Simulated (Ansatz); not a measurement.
System: H$_{2}$Te$_{2}$, net charge 0, singlet state. 
Geometry from a B3LYP-D3(BJ)/def2-TZVP (Ansatz, a quantum-chemistry and plane-wave program) optimisation:
```
Te
H 1 1.6675
Te 1 2.7310 2 95.57
H 3 1.6675 1 95.57 2 -89.92
```

Parts of the frozen-core correlation energy in def2-TZVPPD (Ansatz, hartree). Frozen orbitals: 18; correlated occupied orbitals by spin: 7 and 7; virtual: 127 and 127. No spin-orbit coupling. Past Kr the def2 sets carry scalar-relativistic core potentials.

```tsv
term	value
reference (HF)	-535.18465
MP2 opposite-spin	-0.21479
MP2 same-spin	-0.05784
CCSD correlation	-0.30776
(T)	-0.01364
T1 diagnostic	0.013
largest doubles amplitude	0.049
```
